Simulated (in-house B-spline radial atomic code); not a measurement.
RPA and G0W0 for Zr VIII (Zr7+), [Ar] 3d10 4s2 4p3, highest spin, as one setting changes: the share of exact exchange in the PBE hybrid start. A dash marks a level of low quasi-particle weight. Computed with a B-spline radial code for spherical atoms: all electrons, scalar-relativistic (spin-free one-electron X2C), finite nucleus, each spin shell either full or empty, empty states to l = 9 with an (l + 1/2)⁻⁴ tail; G0W0 by contour deformation at full frequency.

```csv
share of exact exchange in the PBE hybrid start,mean-field level (eV),G0W0 level (eV),RPA correlation (Eh)
0,-126.04,4p up -135.41,-2.5238
0.1,-127.04,4p up -135.45,-2.5029
0.2,?,?,?
0.3,-129.05,4p up -135.50,-2.463
0.4,-130.05,4p up -135.53,-2.4439
0.5,?,?,?
0.6,-132.04,4p up -135.57,-2.4072
0.7,-133.04,4p up -135.58,-2.3896
0.8,-134.04,4p up -135.60,-2.3724
0.9,-135.04,4p up -135.61,-2.3556
1,-136.04,4p up -135.62,-2.3392
```

What belongs in the row for 0.5?

mean-field level (eV): -131.05; G0W0 level (eV): 4p up -135.55; RPA correlation (Eh): -2.4253.

What belongs in the row for 0.2?

mean-field level (eV): -128.05; G0W0 level (eV): 4p up -135.48; RPA correlation (Eh): -2.4826.

At what share of exact exchange does G0W0 leave the highest level unchanged?

Near 0.96, where the shift changes sign (-0.571 eV at 0.9, +0.415 eV at 1).
